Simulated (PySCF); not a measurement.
**Relaxation of doublet WO2F**

All numbers come from UPBE0/[W def2-TZVP with ECP60, O def2-TZVP, F def2-TZVP], scalar-relativistic core potentials, density fitting, no spin–orbit coupling, PySCF. A (50,194) grid was used.

A hand-made trigonal planar start, of C2v symmetry, held to at least that symmetry:

Coordinates in bohr (charge 0 multiplicity 2):
```
W    -0.0794    0.0000    0.0000
O    -1.7518    2.8968    0.0000
O    -1.7518   -2.8968    0.0000
F     3.7189    0.0000    0.0000
```

Optimiser trace:
```tsv
step	E − E(last) (kJ/mol)	largest gradient (Eh/bohr)
0	57.42	0.06634
1	3.47	0.03787
2	0.75	0.02095
3	0.03	0.00169
4	0.00	0.00032
5	0.00	0.00003
```

It ends at C2v with W–F 1.876 Å, W–O 1.703 Å (×2); F–W–O 124.3° (×2), O–W–O 111.5°. A frequency run shows 1 imaginary mode, down to 86i cm⁻¹, so it is a saddle point. Other isomers or separated fragments may lie lower.

Other spin states or occupations of the open shell can lie lower. With an element this heavy the missing spin–orbit coupling can shift these numbers.

The relaxation took 16 s on 4 threads of a shared Arm Neoverse V1 host, with 133 basis functions and 6 gradients; the process peaked at 0.78 GiB. Launch command: `OMP_NUM_THREADS=4 python axn.py task.json out`.
